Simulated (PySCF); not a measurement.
W⁺: ionisation energy

W⁺ [Xe] 4f14 5d4 6s1 (6D) → W²⁺ [Xe] 4f14 5d4 (5D), as a difference of total energies. Calculation: PySCF 2.14, in cc-pVDZ-PP with ECP60MDF (4s4p3d1f, 38 functions); a scalar-relativistic core potential. Correlated levels: valence: 5s2 5p6 frozen. The calculations carry no spin-orbit coupling.

```json
{"method": "UHF", "ionisation energy (eV)": "14.967"}
{"method": "BP86", "ionisation energy (eV)": "16.400"}
{"method": "PBE", "ionisation energy (eV)": "16.276"}
{"method": "MP2 (valence)", "ionisation energy (eV)": "15.374"}
{"method": "SCS-MP2 (valence)", "ionisation energy (eV)": "15.103"}
```

How much does correlation contribute at MP2 (valence)?

15.374 − (14.967) = 0.407 eV, measured against UHF.

The reference lies between the lowest fine-structure levels, while these numbers refer to the centres of the terms.

Errors of the correlated levels include the incompleteness of this basis and the frozen core.

For comparison: 16.37 ± 0.15 eV (semi-empirical (NIST evaluation); NIST Atomic Spectra Database, ionization energies).
